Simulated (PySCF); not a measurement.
Input file for PySCF: R-MP2/6-31G* on CH6O2 (a complex), monomers drawn apart or pushed together.

```python
from pyscf import gto, scf, dft, mp
from pyscf.data.elements import chemcore

mol = gto.M(
    atom='''
    O     0.14487543   -0.00836163   -0.15266882
    H    -0.32316554   -0.70630735   -0.62397733
    H    -0.14574739    0.81884071   -0.55223325
    C     0.64660131   -0.26440036    3.72641461
    O    -0.51964812   -0.07625397    2.94815673
    H     1.14860591   -1.21383420    3.50236526
    H     0.34285496   -0.28005323    4.77354147
    H     1.37206763    0.54778208    3.59345524
    H    -0.26636478   -0.06177803    2.01263231
    ''',
    basis='6-31g*',
    cart=True,
    charge=0, spin=0, verbose=3, max_memory=1800)
mf = scf.RHF(mol)
mf.conv_tol = 1e-8
mf.max_cycle = 100
mf.kernel()
if not mf.converged:
    mf = mf.newton().run(mf.mo_coeff, mf.mo_occ)
pt = mp.MP2(mf, frozen=chemcore(mol)).run()
```

The log:

```
converged SCF energy = -191.053203558884
E(RMP2) = -191.553301242894  E_corr = -0.500097684010092
E(SCS-RMP2) = -191.545212994599  E_corr = -0.492009435715176
```

Self-consistency was reached.

Cost: about 0.27 core-seconds (a rough figure).
